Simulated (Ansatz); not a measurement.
`FC(Cl)C[SiH3]` + `[CH3][In]([OH])[F]` → `[CH3][In]([F])[O][SiH3]` + `CC(F)Cl`  (ligand exchange at the Si–C bond)

Computed with Ansatz on PBE0-D4/def2-TZVP structures; ΔE is electronic, products minus reactants. CBS: MP2 limit from def2 TZ/QZ plus the TZ coupled-cluster correction, frozen cores. Functionals use def2-TZVPP. Elements past krypton have def2 core potentials. For In outer-core shells are correlated without core-valence functions, which leaves a few kJ/mol of doubt a bond. One conformer a species, not always the lowest.

```tsv
level	ΔE (kcal/mol)
PBE-D4	-23.7
ωB97M-V	-27.3
B2PLYP	-28.8
PBE	-24.1
r2SCAN	-27.3
CCSD/def2-TZVPP	-29.0
HF/def2-QZVPP	-35.1
MP2/def2-QZVPP	-28.6
```

**Question.** What does CCSD(T)/CBS give? (Estimate.)

**Answer.** The calculation gave: -28.1 kcal/mol. The listed levels differ from it by 4.4, 0.8, -0.7, 4.0, 0.8, -0.9, -7.0, -0.5 kcal/mol.

Largest T1 diagnostic among the species: 0.016.

In def2-TZVPP, CCSD(T) changes the Hartree–Fock value by +6.5 kcal/mol (the triples alone add +0.9 kcal/mol) and MP2 by +6.2 kcal/mol. From PBE to PBE0 (25 % exact exchange), in def2-TZVPP and without D4, ΔE moves by −2.0 kcal/mol.
